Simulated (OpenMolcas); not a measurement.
# OpenMolcas run: Kr III

Input:

```
&GATEWAY
Coord
1

Kr 0.0 0.0 0.0
Basis=ANO-RCC
Group=XYZ
NoMove
AngMom=0.0 0.0 0.0
AMFI
&SEWARD
* reference wave functions (RASSCF and RASSI steps not shown): 4 electrons in 9 orbitals (RAS2 4p; RAS3 4d 5s, at most 1 electron)
>>> COPY JOB001 $Project.JobIph
&CASPT2
Multistate=3 1 2 3
Frozen=2 3
IPEA=0.0
Imaginary=0.1
MaxIter=60
WThr=0.0 0.3 0.05
PrWF=0.5
NoMix
>>> COPY JOB002 $Project.JobIph
&CASPT2
Multistate=6 1 2 3 4 5 6
Frozen=2 3
IPEA=0.0
Imaginary=0.1
MaxIter=60
WThr=0.0 0.3 0.05
PrWF=0.5
NoMix
>>> COPY JOB003 $Project.JobIph
&CASPT2
Multistate=6 1 2 3 4 5 6
Frozen=2 3
IPEA=0.0
Imaginary=0.1
MaxIter=60
WThr=0.0 0.3 0.05
PrWF=0.5
NoMix
...
```

Output, cut to the results:

```
--- CASPT2 ---
Orbital specifications:
      -----------------------

      Symmetry species                           1   2
                                                ag  au
      Frozen orbitals                            2   3
      Inactive orbitals                          7   3
      Active orbitals                            6   3
      Secondary orbitals                        42  43
      Deleted orbitals                           0   0
      Number of basis functions                 57  52
Type of calculation                        MS-CASPT2
      Fock operator                              state-specific
      IPEA shift                                 0.00
      Real shift                                 0.00
      Imaginary shift                            0.10
      The input orbitals will be transformed to quasi-canonical
Reference energy:       -2786.7034392051
      E2 (Non-variational):      -0.5161809448
      Shift correction:          -0.0001440636
      E2 (Variational):          -0.5163250085
      Total energy:           -2787.2197642135
      Residual norm:              0.0000005606
      Reference weight:           0.94904
      Contributions to the CASPT2 correlation energy
      Active & Virtual Only:         -0.0285617948
      One Inactive Excited:          -0.1264598435
      Two Inactive Excited:          -0.3611593066
Reference energy:       -2786.7034392051
      E2 (Non-variational):      -0.5161809448
      Shift correction:          -0.0001440636
      E2 (Variational):          -0.5163250085
      Total energy:           -2787.2197642135
      Residual norm:              0.0000005606
      Reference weight:           0.94904
      Contributions to the CASPT2 correlation energy
      Active & Virtual Only:         -0.0285617948
      One Inactive Excited:          -0.1264598435
      Two Inactive Excited:          -0.3611593066
::    CASPT2 Root  1     Total energy:  -2787.21976421
::    CASPT2 Root  2     Total energy:  -2787.21976421
::    CASPT2 Root  3     Total energy:  -2787.21976421
::    MS-CASPT2 Root  1     Total energy:  -2787.21976421
::    MS-CASPT2 Root  2     Total energy:  -2787.21976421
::    MS-CASPT2 Root  3     Total energy:  -2787.21976421
--- CASPT2 ---
Orbital specifications:
      -----------------------

      Symmetry species                           1   2
                                                ag  au
      Frozen orbitals                            2   3
      Inactive orbitals                          7   3
      Active orbitals                            6   3
      Secondary orbitals                        42  43
      Deleted orbitals                           0   0
      Number of basis functions                 57  52
Type of calculation                        MS-CASPT2
      Fock operator                              state-specific
      IPEA shift                                 0.00
      Real shift                                 0.00
      Imaginary shift                            0.10
      The input orbitals will be transformed to quasi-canonical
Reference energy:       -2786.6377728094
      E2 (Non-variational):      -0.5262396760
      Shift correction:          -0.0001602089
      E2 (Variational):          -0.5263998849
      Total energy:           -2787.1641726943
      Residual norm:              0.0000005269
      Reference weight:           0.94566
      Contributions to the CASPT2 correlation energy
      Active & Virtual Only:         -0.0357284838
      One Inactive Excited:          -0.1288782563
      Two Inactive Excited:          -0.3616329359
Reference energy:       -2786.6377728094
      E2 (Non-variational):      -0.5263726873
      Shift correction:          -0.0001619814
      E2 (Variational):          -0.5265346687
      Total energy:           -2787.1643074781
      Residual norm:              0.0000005583
      Reference weight:           0.94550
      Contributions to the CASPT2 correlation energy
      Active & Virtual Only:         -0.0357680373
      One Inactive Excited:          -0.1289743859
      Two Inactive Excited:          -0.3616302641
::    CASPT2 Root  1     Total energy:  -2787.16417269
::    CASPT2 Root  2     Total energy:  -2787.16430748
::    CASPT2 Root  3     Total energy:  -2787.16430756
::    CASPT2 Root  4     Total energy:  -2787.16430757
::    CASPT2 Root  5     Total energy:  -2787.16430751
::    CASPT2 Root  6     Total energy:  -2787.06199209
::    MS-CASPT2 Root  1     Total energy:  -2787.16431191
::    MS-CASPT2 Root  2     Total energy:  -2787.16430793
::    MS-CASPT2 Root  3     Total energy:  -2787.16430755
::    MS-CASPT2 Root  4     Total energy:  -2787.16430326
::    MS-CASPT2 Root  5     Total energy:  -2787.16417431
::    MS-CASPT2 Root  6     Total energy:  -2787.06198993
--- CASPT2 ---
Orbital specifications:
      -----------------------

      Symmetry species                           1   2
                                                ag  au
      Frozen orbitals                            2   3
      Inactive orbitals                          7   3
      Active orbitals                            6   3
      Secondary orbitals                        42  43
      Deleted orbitals                           0   0
      Number of basis functions                 57  52
Type of calculation                        MS-CASPT2
      Fock operator                              state-specific
      IPEA shift                                 0.00
      Real shift                                 0.00
      Imaginary shift                            0.10
      The input orbitals will be transformed to quasi-canonical
Reference energy:       -2786.1163828214
      E2 (Non-variational):      -0.5192983908
      Shift correction:          -0.0002153012
      E2 (Variational):          -0.5195136920
      Total energy:           -2786.6358965134
      Residual norm:              0.0000004401
      Reference weight:           0.94049
...
```

Levels above the lowest, from the spin-orbit matrix with the multistate effective Hamiltonian, averaged by term, added to it:

```csv
Configuration,Term,J,E (cm-1),Measured (cm-1),g,Term weight %,Second
4s2 4p4,3P,2,0.0,0.0,1.485,97,3 1D
4s2 4p4,3P,1,4170,4548,1.501,100,
4s2 4p4,3P,0,5160,5313,,97,3 1S
4s2 4p4,1D,2,14970,14644,1.016,97,3 3P
4s2 4p4,1S,0,37810,33080,,97,3 3P
4s2 4p3 4d,5D*,0,129890,138447,,99,
4s2 4p3 4d,5D*,1,129920,138471,1.498,99,
4s2 4p3 4d,5D*,2,129950,138481,1.496,99,
4s2 4p3 4d,5D*,3,130000,138493,1.496,98,
4s2 4p3 4d,5D*,4,130180,138649,1.497,99,
4s2 4p3 5s,5S*,2,137300,145719,1.992,98,
4s2 4p3 4d,3D*(1),2,138880,,1.145,92,4 3F*(1)
4s2 4p3 4d,3D*(1),3,139560,,1.329,96,
4s2 4p3 4d,3D*(1),1,139830,,0.505,99,
4s2 4p3 5s,3S*,1,142880,151580,1.981,97,
4s2 4p3 4d,1S*,0,145270,154400,,98,
4s2 4p3 4d,3F*(1),2,145390,153563,0.698,93,5 3D*(1)
4s2 4p3 4d,3F*(1),3,146450,154700,1.085,95,2 3G*
4s2 4p3 4d,3F*(1),4,147720,156082,1.241,94,4 3G*
4s2 4p3 4d,3P*(1),0,150160,,,63,35 4s2 4p3 5s 3P*
4s2 4p3 4d,3P*(1),1,150420,,1.492,64,35 4s2 4p3 5s 3P*
4s2 4p3 4d,3P*(1),2,150760,,1.492,65,32 4s2 4p3 5s 3P*
4s2 4p3 4d,3G*,3,152060,159996,0.769,94,2 3F*(2)
4s2 4p3 4d,3G*,4,152450,160415,1.067,91,5 3F*(2)
```

Against the 17 measured excited levels shown (Saloman, J. Phys. Chem. Ref. Data 36, 215 (2007)) the mean absolute deviation is 6800 cm-1; the largest miss in energy is 4s2 4p3 4d 1S* 0: computed 145270, measured 154400 cm-1 (-5.9 %), and the largest in proportion 4s2 4p4 1S0 (+14.3 %).

CASPT2 does not keep the components of a term degenerate, so their means are used; among the terms shown or strongly mixed into the levels shown the widest spread is 420 cm-1 (4s2 4p3 4d 3F*(1)). Over all roots computed the reference weight is 0.83 to 0.95; the roots of lowest weight are the least certain, and an intruder state may touch them. ANO sets are built for valence states and can reach diffuse excited orbitals poorly, and with the s shell closed the s pⁿ⁺¹ terms that mix with these levels are absent. With the s shell closed, the reference lacks s² → p² mixing. Measured partners are found by configuration, term and J. A level has none where our copy of the source lacks it or the pairing is in doubt (some pairs that miss far off the trend of their configuration count as doubtful), and it then counts in no deviation. Levels of configurations outside the active space are missing. The table shows the lowest 24 of 53 levels.

The term weight is that of the spin-free term in the level, not the purity of its configuration. A number in round brackets counts repeated terms of one configuration in the order of the reference energies. * marks odd parity.
